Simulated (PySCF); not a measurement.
C4H4F2, SMILES CC=C=C(F)F. Atoms are numbered in the order given.

```xyz
10

C     -2.6532     0.4464     0.0000
C     -1.5518    -0.5654     0.0000
C     -0.2672    -0.3011     0.0000
C      1.0088    -0.0300     0.0000
F      1.7501     0.1238     1.0786
F      1.7501     0.1238    -1.0786
H     -3.2970     0.3101    -0.8842
H     -2.2641     1.4730     0.0000
H     -3.2970     0.3101     0.8842
H     -1.8631    -1.6214     0.0000
```

Geometry optimised at PBE0-D3(BJ)/def2-SVP.

Level of theory: PBE0/def2-TZVP in PySCF.

The molecule is in vacuum.

Computed frontier levels, gap, dipole moment and polarisability:
```
Quantity                                                                                                        Value
---------------------------------------------------------------------------------------------  ----------------------
highest occupied level                                                                                       -7.24 eV
lowest empty level                                                                                           -0.64 eV
orbital gap                                                                                                   6.60 eV
dipole moment                                                                                                  2.45 D
quadrupole, principal values (traceless, Buckingham form, about the centre of nuclear charge)   -3.93, 0.58, 3.35 D·Å
mean static polarisability                                                                       51.9 bohr³ (7.69 Å³)
polarisability, principal values                                                               37.2, 37.8, 80.6 bohr³
```
